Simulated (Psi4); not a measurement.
Two rigid molecules brought together: H2 ··· Na+ (SMILES [H][H] and [Na+]) (charge +1), singlet. Monomers: optimised at B3LYP-D3(BJ) (def2-TZVP), held rigid. Orientation: lowest of the rigid-body minima from ten starts at GFN2-xTB. R is the distance of the centres of mass, along which the second monomer moves.

- PBE/def2-TZVP, counterpoise-corrected (Psi4)
- PBE-D3(BJ)/def2-TZVP, counterpoise-corrected (Psi4)
- wB97X-D/def2-TZVP, counterpoise-corrected (Psi4)
- CCSD(T)/aug-cc-pVDZ = Psi4 with DF-CCSD(T)/aug-cc-pVDZ, all electrons correlated, counterpoise-corrected

Interaction energies in kJ/mol; the last columns give the difference from CCSD(T):

```
R / Å  PBE/def2-TZVP  PBE-D3(BJ)/def2-TZVP  wB97X-D/def2-TZVP  CCSD(T)/aug-cc-pVDZ  PBE/def2-TZVP − CCSD(T)/aug-cc-pVDZ  PBE-D3(BJ)/def2-TZVP − CCSD(T)/aug-cc-pVDZ  wB97X-D/def2-TZVP − CCSD(T)/aug-cc-pVDZ
-----  -------------  --------------------  -----------------  -------------------  -----------------------------------  ------------------------------------------  ---------------------------------------
2.76           -4.30                 -6.52              -2.95                -1.89                                -2.40                                       -4.62                                    -1.06
2.93           -4.17                 -6.54              -3.72                -2.23                                -1.94                                       -4.31                                    -1.49
3.13           -3.49                 -5.75              -3.53                -1.98                                -1.51                                       -3.77                                    -1.55
3.48           -2.14                 -4.03              -2.36                -1.19                                -0.95                                       -2.84                                    -1.17
3.75           -1.33                 -2.90              -1.53                -0.69                                -0.64                                       -2.21                                    -0.84
4.29           -0.41                 -1.37              -0.53                -0.12                                -0.29                                       -1.25                                    -0.41
4.95            0.01                 -0.46              -0.06                 0.13                                -0.13                                       -0.59                                    -0.19
5.99            0.15                  0.00               0.13                 0.20                                -0.05                                       -0.20                                    -0.07
7.27            0.15                  0.10               0.14                 0.17                                -0.02                                       -0.06                                    -0.02
```

PBE/def2-TZVP is furthest from CCSD(T)/aug-cc-pVDZ at 2.76 (-2.40 kJ/mol, below); its mean absolute difference over the points is 0.88 kJ/mol.

PBE-D3(BJ)/def2-TZVP is furthest from CCSD(T)/aug-cc-pVDZ at 2.76 (-4.62 kJ/mol, below); its mean absolute difference over the points is 2.21 kJ/mol.

wB97X-D/def2-TZVP is furthest from CCSD(T)/aug-cc-pVDZ at 3.13 (-1.55 kJ/mol, below); its mean absolute difference over the points is 0.76 kJ/mol.
